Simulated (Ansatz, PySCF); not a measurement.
Molecule: sum formula HSiO (charge 0, doublet). It need not be the lowest isomer of its formula. 
Coordinates optimised at B3LYP-D3(BJ)/def2-TZVP (Ansatz, an electronic-structure program):
SMILES: O[Si]
```xyz
3

Si    -0.4756    -0.2396    -0.4065
O      0.7270     0.2681     0.6132
H      0.8420     1.2098     0.7857
```
Charge 0, spin multiplicity 2.

Dipole moments at this geometry, in debye (magnitudes).

| level | program | dipole (D) |
|---|---|---|
| HF/def2-TZVPD | PySCF | 1.44 |
| SVWN5/def2-TZVPD | Ansatz | 1.47 |
| M06-L/def2-TZVPD | PySCF | 1.46 |
| B3LYP/def2-TZVPD | Ansatz | 1.40 |
| BHLYP/def2-TZVPD | Ansatz | 1.40 |
| CCSD(T)/aug-cc-pV(D+d)Z | Ansatz | 1.41 |
